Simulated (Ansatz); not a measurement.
SiNH6Cl2F, singlet: at the end structure of a reaction step.

Input (in.yaml):

```yaml
crystal:
  periodic: [false, false, false]
  atoms:
    - {symbol: Si, position_ang: [-1.752196, -0.141729, -0.796279]}
    - {symbol: H, position_ang: [1.424627, -1.754870, 2.192738]}
    - {symbol: Cl, position_ang: [-0.587518, -1.743706, -1.219812]}
    - {symbol: Cl, position_ang: [-1.841421, 0.241887, 1.190394]}
    - {symbol: H, position_ang: [-3.114014, -0.431093, -1.266662]}
    - {symbol: H, position_ang: [1.212429, 1.647273, -0.682879]}
    - {symbol: F, position_ang: [-1.251862, 1.134933, -1.587773]}
    - {symbol: H, position_ang: [1.047346, -1.370385, 1.674570]}
    - {symbol: N, position_ang: [1.284936, 0.865036, -0.043849]}
    - {symbol: H, position_ang: [1.495739, 1.241169, 0.872279]}
    - {symbol: H, position_ang: [2.082132, 0.311587, -0.332628]}
basis:
  gaussian: {orbitals: def2-SVP}
hamiltonian: {xc: pbe, dispersion: d4}
```

Launched with

```bash
ansatz run in.yaml --threads 8 --pin off --events-out ev --progress --plain --max-ram 19148MiB
```

Output of Ansatz 0.2.0:

```
Functional definition: PBE
  name "PBE"
  cite "Perdew, Burke & Ernzerhof, Phys. Rev. Lett. 77, 3865 (1996) doi:10.1103/PhysRevLett.77.3865"
  parent pbe
  parameter kappa = 0.804
  parameter beta = 0.06672455060314922
  exchange = pbe_x(kappa = kappa, mu = beta*pi^2/3)
  correlation = pbe_c(beta = beta)
1254 factors; their error is unknown
mean field evaluation 1: about -37190.1703 eV, gradient 6.5e1 eV
mean field evaluation 2: about -37166.6438 eV, gradient 1.2e2 eV
mean field evaluation 4: about -37198.2808 eV, gradient 4.6e0 eV
mean field evaluation 8: about -37198.2413 eV, gradient 1.6e-1 eV
mean field evaluation 16: about -37198.2414 eV, gradient 4.4e-5 eV
mean field -37198.24135700 eV, -1367.0101559962 hartree, gradient 4.4e-5 eV, S^2 0.000000; 0 other end points of the search recorded, 0 dependent functions left out
reference -37198.24139497 eV, -1367.0101573916 hartree; 35, 35 occupied and 77, 77 virtual orbitals, 1254 factors
Total energy: -37198.50263164 eV, -1367.0197576622 hartree
```

The lines “mean field evaluation” count trial sets of orbitals through the whole run, from several starts and some on an approximate energy, so they need not fall steadily or lie above the final value.

Hardware: 8 CPU threads of an Arm Neoverse N1, shared host. Wall time about 0.85 s.
